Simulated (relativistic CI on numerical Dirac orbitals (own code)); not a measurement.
## One change at a time: Gd II

Base calculation: Dirac-Coulomb-Breit CI, orbitals from a KLI potential per configuration, QED by a radiative potential, valence Slater integrals scaled by 0.85, P86 correlation energy added to each configuration.

Configuration list (outside the closed core [Xe]): 4f7.5d.6s, 4f8.6s, 4f8.7s. The list is cut by size and lacks configurations that can hold low levels.

Variants: (1) self-excluded LDA correlation estimate; (2) valence Slater integrals scaled by 0.75; (3) QED terms removed; (4) non-relativistic limit. Shifts of the energy above 4f7.5d.6s 10D°_5/2, in cm⁻¹, for the lowest level and the first level of each name with at least 55 % of one term (blank where a level changes its place among those of its configuration and J or its character, or is not in the variant):

| Level | Base | Δ(1) | Δ(2) | Δ(3) | Δ(4) | Measured |
| --- | --- | --- | --- | --- | --- | --- |
| 4f7.5d.6s 10D°_5/2 | 0.0 | 0.0 | 0.0 | 0.0 | 0.0 | 0.0 |
| 4f7.5d.6s 10D°_7/2 | 223.5 | 0.0 | -11.8 | -0.6 | -223.5 | 261.8 |
| 4f7.5d.6s 10D°_9/2 | 534.5 | 0.0 | -24.9 | -1.6 | -534.5 | 633.3 |
| 4f7.5d.6s 10D°_11/2 | 958.9 | 0.0 | -36.3 | -3.2 | -958.9 | 1158.9 |
| 4f7.5d.6s 10D°_13/2 | 1540.1 | 0.0 | -38.9 | -5.8 | -1540.1 | 1935.3 |
| 4f7.5d.6s 8D°_3/2 | 4806.6 | 0.0 | -576.0 | +0.4 | -682.8 |  |
| 4f7.5d.6s 8D°_5/2 | 4995.5 | 0.0 | -590.6 | +0.1 | -871.8 |  |
| 4f7.5d.6s 8D°_7/2 | 5294.7 | 0.0 | -608.7 | -0.7 | -1171.0 |  |
| 4f7.5d.6s 8D°_9/2 | 5755.2 | 0.0 | -624.9 | -2.3 | -1631.5 |  |
| 4f7.5d.6s 8D°_11/2 | 6484.1 | 0.0 | -621.0 | -5.8 | -2360.4 |  |
| 4f7.5d.6s 6D°_9/2 | 12566.5 | 0.0 | -1432.7 | -1.9 | -1522.9 |  |
| 4f7.5d.6s 6D°_7/2 | 12682.4 | 0.0 | -1434.6 | -2.4 | -1638.8 |  |
| 4f7.5d.6s 6D°_5/2 | 12845.9 | 0.0 | -1428.7 | -3.3 | -1802.3 |  |
| 4f7.5d.6s 6D°_3/2 | 12984.1 | 0.0 | -1424.1 | -4.1 | -1940.6 |  |
| 4f7.5d.6s 6D°_1/2 | 13076.1 | 0.0 | -1420.3 | -4.7 | -2032.5 |  |
| 4f8.6s 8F_13/2 | 26129.7 | -176.1 | -4263.4 | +123.4 | -26190.7 | 7992.3 |
| 4f8.6s 8F_11/2 | 27455.8 | -175.6 | -4312.1 | +118.9 | -27516.9 | 9092.5 |
| 4f8.6s 6F_11/2 | 28531.0 | -174.0 | -4441.5 | +121.6 | -26994.5 | 9943.8 |
| 4f8.6s 8F_9/2 | 28576.7 | -176.0 | -4275.0 | +112.3 | -28637.7 | 10292.6 |
| 4f8.6s 8F_7/2 | 29370.8 | -176.0 | -4285.8 | +109.0 | -29431.8 | 11084.3 |
| 4f8.6s 8F_5/2 | 29965.2 | -176.1 | -4286.9 | +106.2 | -30026.2 | 11669.9 |
| 4f8.6s 6F_9/2 | 30087.3 | -173.7 | -4489.3 | +115.8 | -28550.7 | 11343.5 |

For a near-neutral ion this model can misplace configurations by up to about 10,000 cm⁻¹ (more where the count of f electrons changes) and terms by 10 to 25 % of their spread. Rates follow the energies as ν³ (E1, M1) or ν⁵ (E2), so they and the lifetimes can be off by large factors. The fine structure of a lone outer electron comes out too small, for d and f at times inverted, and misplaced configurations move strength between like terms. 17 of the 54 excited levels that our extract of the measured tables holds in this range could be paired (the sources list more); they are missed by 14197 cm⁻¹ on average and 18858 at most, and levels without a partner can miss by more. Some levels of the ground configuration have no partner and can miss by 10 % or more.

Measured levels: NIST Handbook of Basic Atomic Spectroscopic Data (Sansonetti and Martin, J. Phys. Chem. Ref. Data 34, 1559 (2005)).

LS names give the leading component of a level, which can be under half, so a name can repeat, a term be missing and a line seem to break the LS rules.
